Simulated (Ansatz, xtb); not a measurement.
**Relative energy of two isomers of C3H9InO2**

Structure a: `C[CH](C)[In]([OH])[OH]`, a singlet. Structure b: `CC[CH2][In]([OH])[OH]`, a singlet. Both are isolated molecules in the gas phase, relaxed with PBE0-D4/def2-SVP; the shapes shown needn't be the lowest conformers.

a (Å):

```xyz
15

C    -2.4634    0.8028   -1.0249
C    -1.0734    0.3957   -1.4947
C    -0.8447   -1.1099   -1.4387
In    0.5012    1.4403   -0.4209
O     0.4277    3.1319    0.6615
O     2.3919    0.7883   -0.3969
H    -2.6434    0.5202    0.0253
H    -2.6390    1.8865   -1.1116
H    -3.2393    0.2975   -1.6282
H    -0.9282    0.7406   -2.5333
H    -0.9400   -1.5024   -0.4131
H     0.1507   -1.3970   -1.8097
H    -1.5952   -1.6378   -2.0549
H    -0.4535    3.5180    0.7095
H     2.9520    1.3805    0.1187
```

b (Å):

```yaml
atoms:
  - { symbol: C, position_ang: [-1.5195, 0.7417, -0.6942] }
  - { symbol: C, position_ang: [-0.1030, 1.0717, -1.1458] }
  - { symbol: C, position_ang: [0.7360, 1.6900, -0.0320] }
  - { symbol: In, position_ang: [2.7407, 2.2048, -0.6048] }
  - { symbol: O, position_ang: [3.3563, 2.1176, -2.5141] }
  - { symbol: O, position_ang: [4.1513, 2.8158, 0.6847] }
  - { symbol: H, position_ang: [-2.0502, 1.6456, -0.3537] }
  - { symbol: H, position_ang: [-2.1092, 0.2954, -1.5102] }
  - { symbol: H, position_ang: [-1.5147, 0.0270, 0.1448] }
  - { symbol: H, position_ang: [-0.1432, 1.7545, -2.0115] }
  - { symbol: H, position_ang: [0.3843, 0.1555, -1.5208] }
  - { symbol: H, position_ang: [0.8212, 1.0130, 0.8343] }
  - { symbol: H, position_ang: [0.2776, 2.6194, 0.3464] }
  - { symbol: H, position_ang: [4.2751, 2.3788, -2.6382] }
  - { symbol: H, position_ang: [4.9962, 3.0124, 0.2655] }
```

Problem. Which of the two would you expect CCSD(T)/def2-SVP + ΔMP2/def2-TZVPP electronic energies to favour?

Solution. CCSD(T)/def2-SVP + ΔMP2/def2-TZVPP gives E(b) − E(a) = −0.064 eV, favouring structure b, but this leans on the basis-set step: CCSD(T) alone gives −0.025 eV.

Level by level:

```json
{"level": "PBE0-D4/def2-SVP", "geometry": "PBE0-D4/def2-SVP", "E(b) − E(a) (eV)": "−0.027", "departure from the last row (eV)": "+0.037", "job, with rough time for the two": "optimisation, 5.7 min"}
{"level": "HF/def2-SVP", "geometry": "PBE0-D4/def2-SVP", "E(b) − E(a) (eV)": "−0.109", "departure from the last row (eV)": "−0.045", "job, with rough time for the two": "part of the CCSD(T) run"}
{"level": "MP2/def2-SVP", "geometry": "PBE0-D4/def2-SVP", "E(b) − E(a) (eV)": "−0.024", "departure from the last row (eV)": "+0.040", "job, with rough time for the two": "part of the CCSD(T) run"}
{"level": "CCSD(T)/def2-SVP", "geometry": "PBE0-D4/def2-SVP", "E(b) − E(a) (eV)": "−0.025", "departure from the last row (eV)": "+0.039", "job, with rough time for the two": "single point"}
{"level": "CCSD(T)/def2-SVP + ΔMP2/def2-TZVPP", "geometry": "PBE0-D4/def2-SVP", "E(b) − E(a) (eV)": "−0.064", "departure from the last row (eV)": "", "job, with rough time for the two": "single point, 3.3 min"}
```

As drawn, both hold the same kinds of bond in the same numbers. Structure a has 2 methyl groups, b 1.

The largest departure from CCSD(T)/def2-SVP + ΔMP2/def2-TZVPP is that of HF/def2-SVP, 0.045 eV. No reliable frequencies are at hand for a, so it isn't confirmed as a minimum. Levels run at GFN2-xTB geometries aren't shown. The last row adds to CCSD(T) the change of the MP2 difference between the two basis sets, here −0.039 eV.

The correlated steps freeze 9 core orbitals; the filled d shell of In is correlated, in a basis made for valence electrons. Atoms past krypton carry core potentials in the def2 sets and no spin–orbit term is included. Codes used: Ansatz 0.2.0, xtb 6.7.1; the last row on 2 threads of Arm Neoverse V2 on a shared host.
